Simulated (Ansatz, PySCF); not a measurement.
Donor–acceptor adduct: BF3 (SMILES FB(F)F) (first 4 atoms) with H2O (SMILES O); geometry from B3LYP-D3(BJ)/def2-TZVP, rigid monomers moved along the line of their centres of mass till B2···O5 is 2.14 Å.
(charge 0, multiplicity 1):
```xyz
7

F      1.05792    -0.78438     0.30187
B      0.02947     0.02507     0.57220
F      0.21096     1.34710     0.36965
F     -1.21323    -0.46047     0.36874
O      0.03419     0.01781     2.71692
H     -0.82941    -0.28303     3.03028
H      0.16138     0.92199     3.03434
```

Counterpoise-corrected where a basis set is named; no monomer relaxation. Rows marked so take none.

Correlated levels freeze the cores. Rows in 6-31G* carry no dispersion term and start afresh at each structure (6-31G* with six Cartesian d functions).

The values were computed with Ansatz (Gaussian orbitals); PySCF for 6-31G* rows, the dispersion terms. Values without a source in brackets are computed.

Question: Estimate the interaction energy that HF/6-31G* (no counterpoise) returns for this input.

Answer: -18.9 kcal/mol

Question: What is the computed interaction energy (MP2/aug-cc-pVDZ)?

Answer: -14.3 kcal/mol

Question: Predict the interaction energy from r2SCAN-D4/def2-TZVPPD.

Answer: -17.5 kcal/mol

Ansatz is an electronic-structure program.
